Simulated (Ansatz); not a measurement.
Computed with Ansatz on PBE0-D4/def2-TZVP structures; ΔE is electronic, products minus reactants. CBS: MP2 limit from def2 TZ/QZ plus the TZ coupled-cluster correction, frozen cores. This one scheme is used for every species. Functionals use def2-TZVPP. One conformer a species, not always the lowest.

Consider the formal exchange of groups at a B–O bond: `COBCl` + CH₃NH₂ → `NCBCl` + CH₃OH.

`COBCl`:

Z-matrix (Å, degrees):
```
C
O 1 1.416
H 1 1.091 2 108.7
H 1 1.093 2 111.5 3 120.8
H 1 1.091 2 108.6 3 -118.4
B 2 1.334 1 121.8 3 -120.7
Cl 6 1.755 2 118.3 1 -180.0
H 6 1.195 2 122.7 1 0.0
```

CH₃NH₂:

Cartesian coordinates in Å:
```
C 0.417 -0.365 -0.126
N -0.791 0.304 0.326
H 1.150 0.279 -0.634
H 0.150 -1.170 -0.814
H 0.916 -0.828 0.728
H -1.275 0.731 -0.453
H -0.566 1.048 0.973
```

`NCBCl`:

```xyz
9

N     0.920   -0.982   -0.090
C     0.339    0.272    0.329
B    -0.916    0.772   -0.427
Cl   -1.798   -0.264   -1.526
H     0.207   -1.659   -0.329
H     1.512   -1.384    0.622
H     0.004    0.303    1.389
H     1.087    1.077    0.276
H    -1.356    1.865   -0.244
```

CH₃OH:

Z-matrix (Å, degrees):
```
C
O 1 1.409
H 1 1.097 2 112.4
H 1 1.090 2 107.0 3 -118.5
H 1 1.097 2 112.4 3 123.0
H 2 0.959 1 108.5 3 -61.6
```

```json
{"level": "B97M-V", "ΔE (eV)": "1.47"}
{"level": "PBE0-D4", "ΔE (eV)": "1.39"}
{"level": "r2SCANh-D4", "ΔE (eV)": "1.45"}
{"level": "PBE-QIDH", "ΔE (eV)": "1.44"}
```

Q: What does CCSD(T)/CBS give? (An estimate is asked.)

A: Ansatz gave: +1.43 eV. The listed levels differ from it by 0.04, -0.04, 0.02, 0.01 eV.

Largest T1 diagnostic among the species: 0.012.

At CCSD(T), def2-SVP lies +0.21 eV from the extrapolated value and def2-TZVPP +0.03 eV. In def2-TZVPP, CCSD(T) changes the Hartree–Fock value by −0.09 eV (the triples alone add −0.00 eV) and MP2 by −0.09 eV. The D4 term adds −0.03 eV with B3LYP and −0.02 eV with PBE0; it sums over pairs of atoms, weighted by their polarisabilities, and B3LYP, whose exchange is more repulsive, gets the larger term.

B3LYP here is the variant with VWN-RPA as its local correlation; programs differ in this.
